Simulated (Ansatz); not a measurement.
```yaml
crystal:
  periodic: [false, false, false]
  atoms:
    - {symbol: Be, position_ang: [1.197274, -0.754955, -1.377046]}
    - {symbol: Se, position_ang: [-0.357636, -2.274210, -1.355553]}
    - {symbol: Be, position_ang: [-1.682315, -1.019399, -0.173612]}
    - {symbol: Se, position_ang: [-2.439708, 1.003268, -0.420914]}
    - {symbol: Be, position_ang: [-0.436215, 1.817385, -0.644407]}
    - {symbol: Se, position_ang: [1.231478, 1.340431, -1.955136]}
    - {symbol: Be, position_ang: [1.682307, 1.019393, 0.173632]}
    - {symbol: Se, position_ang: [2.439702, -1.003280, 0.420923]}
    - {symbol: Be, position_ang: [0.436212, -1.817397, 0.644390]}
    - {symbol: Se, position_ang: [-1.231462, -1.340426, 1.955146]}
    - {symbol: Be, position_ang: [-1.197269, 0.754966, 1.377046]}
    - {symbol: Se, position_ang: [0.357631, 2.274224, 1.355542]}
basis:
  gaussian: {orbitals: def2-TZVP}
magnetization: {spin_polarized: true, initial_magnetization: 2}
hamiltonian: {xc: pbe0, dispersion: d4}
scf: {omitted_lower_state_checks: [starts]}
output: {orbitals: {seedname: orbitals}}
```

```sh
$ ansatz run in.yaml --threads 4 --pin off --events-out ev --progress --plain --max-ram 6963MiB
```

(1) Does this run fit into the memory that it is given?

## Answers

(1) No. It has 402 basis functions, and Ansatz plans for 8 GiB where 7 GiB are given.
